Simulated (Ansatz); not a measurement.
Total energies of GaH$_{6}$NSi$_{2}$ (`[NH]1[SiH2][SiH2][GaH]1`).

```csv
atom,x (Å),y (Å),z (Å)
N1,0.9811,-0.5266,0.8568
Si2,0.9564,0.8079,-0.2585
Si3,-1.2755,0.3412,-0.8316
Ga4,-0.6955,-1.3294,0.8048
H5,1.7828,-0.7845,1.4140
H6,1.9530,0.6847,-1.3633
H7,1.1998,2.1325,0.3858
H8,-1.5337,-0.1124,-2.2253
H9,-2.2967,1.3573,-0.4577
H10,-1.0716,-2.5707,1.6750
```

Charge 0, multiplicity 1. Correlated methods include outer-core shells of Ga, which these sets cover unevenly. Scalar relativity is left out up to krypton. The structure was optimised at the PBE0-D4/def2-TZVP level. Basis def2-TZVPP, Ansatz 0.2.0.

RPA on PBE orbitals: Hartree–Fock energy of these orbitals -2559.04923 Eh, correlation -1.16808 Eh (frozen core).

| functional | energy without D4 (Eh) | D4 term (kJ/mol) |
| --- | --- | --- |
| r2SCAN | -2562.17582 | -6.2 |
| PBE-QIDH | -2561.19151 | – |

(1) Give the same for LDA (SPW92), PBE, revPBE, BLYP, B97M-V, PBE0, B3LYP, r2SCANh, r2SCAN0, HSE06 (plane-wave form), BHLYP, CAM-B3LYP, LC-ωPBE, ωB97X-V, ωB97M-V, B2PLYP. (An estimate is asked.)

B3LYP takes the VWN-RPA correlation (the form of Gaussian; ORCA's B3LYP/G). HSE06 is the plane-wave form, built on full-range PBE exchange. The double hybrids freeze the cores in their second-order part.

Answers

(1) Computed: 
```tsv
functional	energy without D4 (Eh)	D4 term (kJ/mol)
LDA (SPW92)	-2556.44183	–
PBE	-2561.60487	-27.4
revPBE	-2561.98955	-69.8
BLYP	-2562.30384	-58.5
B97M-V	-2561.74820	–
PBE0	-2561.70705	-23.3
B3LYP	-2562.36408	-44.9
r2SCANh	-2562.15846	-6.8
r2SCAN0	-2562.13409	-7.6
HSE06 (plane-wave form)	-2561.69010	-22.1
BHLYP	-2562.20728	-40.3
CAM-B3LYP	-2562.36993	-24.2
LC-ωPBE	-2561.80146	–
ωB97X-V	-2561.98392	–
ωB97M-V	-2562.09004	–
B2PLYP	-2561.61489	–
```

LC-ωPBE has ω = 0.4 bohr⁻¹.
